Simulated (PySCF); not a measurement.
SMILES COc1ccc(O)s1, GFN2-xTB optimised geometry.

```
14

C     -2.34    -1.99    -0.02
O     -0.96    -2.22     0.00
C     -0.16    -1.12     0.00
C      1.19    -1.12     0.00
C      1.75     0.18     0.00
C      0.82     1.16     0.00
O      1.05     2.49     0.00
S     -0.80     0.50     0.00
H     -2.67    -1.43     0.86
H     -2.64    -1.45    -0.92
H     -2.81    -2.98    -0.02
H      1.77    -2.03     0.00
H      2.81     0.38     0.00
H      0.21     2.98     0.00
```

Density from PySCF with B3LYP/def2-TZVP at that geometry.

Minimum of the electron density along straight lines between bonded atoms, close to the bond critical point (lines longer than 1.1 times the sum of covalent radii, or with two minima, are not listed):

| bond | length / Å | ρ at the minimum / e bohr⁻³ | ∇²ρ there / e bohr⁻⁵ | position (fraction from the first atom) |
|---|---|---|---|---|
| C1–O2 | 1.406 | 0.260 | ___ | 0.35 |
| O2–C3 | 1.349 | 0.302 | -0.59 | 0.66 |
| C3–C4 | 1.356 | 0.338 | -1.00 | 0.53 |
| C4–C5 | 1.419 | 0.300 | ___ | 0.50 |
| C5–C6 | 1.354 | 0.339 | -1.01 | 0.47 |
| C6–O7 | 1.352 | 0.299 | -0.60 | 0.34 |
| C3–S8 | 1.749 | 0.207 | -0.40 | 0.48 |
| C6–S8 | 1.748 | 0.208 | -0.41 | 0.48 |
| C1–H9 | 1.096 | 0.284 | -1.00 | 0.65 |
| C1–H10 | 1.096 | 0.284 | -1.00 | 0.65 |
| C1–H11 | 1.088 | 0.289 | -1.04 | 0.65 |
| C4–H12 | 1.073 | 0.290 | -1.04 | 0.65 |
| C5–H13 | 1.073 | 0.290 | -1.04 | 0.65 |
| O7–H14 | 0.963 | 0.360 | ___ | 0.80 |

Problem. Some entries are withheld; supply them.

Solution. 
- C1–O2, ∇²ρ there / e bohr⁻⁵: -0.51
- C4–C5, ∇²ρ there / e bohr⁻⁵: -0.85
- O7–H14, ∇²ρ there / e bohr⁻⁵: -2.45
